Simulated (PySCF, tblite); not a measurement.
Species: C5H6Cl2F2Si.
Structure used (GFN2-xTB), in Å, numbered top down from 1:
```
atom  x, y, z in Å
F1     1.9069   -0.6102   -2.0680
C2     2.2488   -1.0279   -0.8186
F3     3.6115   -1.0047   -0.7809
Si4    1.5187    0.1579    0.5385
Cl5    1.9789   -0.6645    2.3151
C6    -0.3244    0.2498    0.2641
C7    -1.2514   -0.4998   -0.3559
Cl8   -1.1950   -1.9551   -1.2260
C9    -2.4167    0.3796   -0.0241
C10   -1.3727    1.2588    0.7060
H11    1.9483   -2.0824   -0.7410
H12    2.1640    1.4555    0.3724
H13   -3.1727   -0.0743    0.6133
H14   -2.8994    0.8467   -0.8801
H15   -1.2458    2.2552    0.2909
H16   -1.5068    1.3242    1.7829
```

Theory: PBE0/pcSseg-1 in PySCF (dipole) on a GFN2-xTB geometry, gas phase.

Masses are those of the commonest isotopes; rigid-rotor values at the optimised geometry. The values belong to one conformer with, in the numbering `[F:1][CH:2]([F:3])[Si@H:4]([Cl:5])[C:6]1=[C:7]([Cl:8])[CH2:9][CH2:10]1`, F1–C2–Si4–Cl5 176°, C2–Si4–C6–C7 21°.

Question: Give the principal moments of inertia and the rotational constants in GHz.

Answer: Ia = 512.88, Ib = 822.53, Ic = 1096.14 u·Å²; 505379 MHz·u·Å²/I gives 985.4, 614.4 and 461.1 MHz, that is A = 0.9854, B = 0.6144, C = 0.4611 GHz.

Question: Classify the top.

Answer: An asymmetric top. Ray's parameter κ = (2B − A − C)/(A − C) = -0.415; −1 is the prolate and +1 the oblate limit.

Question: Is it planar, by Δ = Ic − Ia − Ib?

Answer: Not planar: Δ = Ic − Ia − Ib = -239.26 u·Å². For a rigid frame Δ = −2 Σ m c², so Σ m c² = 119.63 u·Å² lies off the ab plane: 11.29 from hydrogen and 108.34 from heavier atoms. The atom farthest from that plane is 2.20 Å away.

Question: Give the other two planar moments, Paa and Pbb, and the rms extents of the mass along the axes.

Answer: Paa = Σ m a² = (Ib + Ic − Ia)/2 = 702.90 and Pbb = Σ m b² = (Ia + Ic − Ib)/2 = 393.25 u·Å². With the mass M = 201.96 u, the rms extents √(P/M) along a, b and c are 1.87, 1.40, 0.77 Å.

Question: Which lines would a microwave search look for?

Answer: The dipole components are |μa| = 2.72 D, |μb| = 2.00 D, |μc| = 0.50 D. The squared components, which scale the intensities, stand as 1.00 : 0.54 : 0.03 (a : b : c). Some lines, for components of 0.1 D or more:

```json
{"type": "c", "branch": "Q", "J(Ka,Kc)": "1(1,1) ← 1(0,1)", "MHz": "371", "lower level (cm⁻¹)": "0.036"}
{"type": "c", "branch": "Q", "J(Ka,Kc)": "4(2,3) ← 4(1,3)", "MHz": "672", "lower level (cm⁻¹)": "0.395"}
{"type": "a", "branch": "Q", "J(Ka,Kc)": "5(2,3) ← 5(2,4)", "MHz": "926", "lower level (cm⁻¹)": "0.594"}
{"type": "b", "branch": "Q", "J(Ka,Kc)": "5(3,2) ← 5(2,3)", "MHz": "1748", "lower level (cm⁻¹)": "0.625"}
{"type": "b", "branch": "Q", "J(Ka,Kc)": "3(2,2) ← 3(1,3)", "MHz": "1825", "lower level (cm⁻¹)": "0.214"}
{"type": "c", "branch": "Q", "J(Ka,Kc)": "3(3,1) ← 3(2,1)", "MHz": "2081", "lower level (cm⁻¹)": "0.281"}
{"type": "b", "branch": "Q", "J(Ka,Kc)": "5(1,4) ← 5(0,5)", "MHz": "2174", "lower level (cm⁻¹)": "0.507"}
{"type": "b", "branch": "R", "J(Ka,Kc)": "3(0,3) ← 2(1,2)", "MHz": "2830", "lower level (cm⁻¹)": "0.115"}
{"type": "b", "branch": "Q", "J(Ka,Kc)": "5(4,2) ← 5(3,3)", "MHz": "3085", "lower level (cm⁻¹)": "0.678"}
{"type": "b", "branch": "R", "J(Ka,Kc)": "3(1,3) ← 2(0,2)", "MHz": "3231", "lower level (cm⁻¹)": "0.106"}
{"type": "a", "branch": "R", "J(Ka,Kc)": "3(2,1) ← 2(2,0)", "MHz": "3367", "lower level (cm⁻¹)": "0.169"}
{"type": "b", "branch": "R", "J(Ka,Kc)": "2(2,1) ← 1(1,0)", "MHz": "3417", "lower level (cm⁻¹)": "0.053"}
{"type": "c", "branch": "R", "J(Ka,Kc)": "2(2,1) ← 1(1,1)", "MHz": "3571", "lower level (cm⁻¹)": "0.048"}
{"type": "b", "branch": "R", "J(Ka,Kc)": "4(0,4) ← 3(1,3)", "MHz": "3864", "lower level (cm⁻¹)": "0.214"}
{"type": "c", "branch": "R", "J(Ka,Kc)": "3(2,2) ← 2(1,2)", "MHz": "4799", "lower level (cm⁻¹)": "0.115"}
{"type": "a", "branch": "R", "J(Ka,Kc)": "5(4,1) ← 4(4,0)", "MHz": "5469", "lower level (cm⁻¹)": "0.599"}
{"type": "b", "branch": "R", "J(Ka,Kc)": "3(3,0) ← 2(2,1)", "MHz": "5493", "lower level (cm⁻¹)": "0.167"}
{"type": "c", "branch": "R", "J(Ka,Kc)": "4(3,2) ← 3(2,2)", "MHz": "6624", "lower level (cm⁻¹)": "0.275"}
{"type": "c", "branch": "R", "J(Ka,Kc)": "5(3,2) ← 4(2,2)", "MHz": "7495", "lower level (cm⁻¹)": "0.433"}
{"type": "b", "branch": "R", "J(Ka,Kc)": "5(4,2) ← 4(3,1)", "MHz": "8501", "lower level (cm⁻¹)": "0.497"}
{"type": "c", "branch": "R", "J(Ka,Kc)": "5(5,0) ← 4(4,0)", "MHz": "9412", "lower level (cm⁻¹)": "0.599"}
```

Question: Estimate the classical rotational partition function at 25 K, 50 K and 500 K.

Answer: Point group C1, symmetry number σ = 1; q = (√π/σ)·√((kT/h)³/(ABC)), k/h = 20836.6 MHz/K: 39900 at 25 K, 113000 at 50 K, 3570000 at 500 K.

Its lowest GFN2-xTB frequency is 10 cm⁻¹, too small to tell a flat minimum from a shallow saddle. No vibrational averaging or centrifugal distortion is included, and the geometry carries the error of its method. Quadrupole hyperfine structure (35Cl) is left out.

On one thread of an Intel Xeon at 2.50 GHz, shared host with 64 logical CPUs at a one-minute load of 63, this took 2.6 min wall, 2.0 min CPU and 1.0 GiB of memory at its peak. This is the PBE0/pcSseg-1 job that gave the dipole, with the shieldings it also computed.
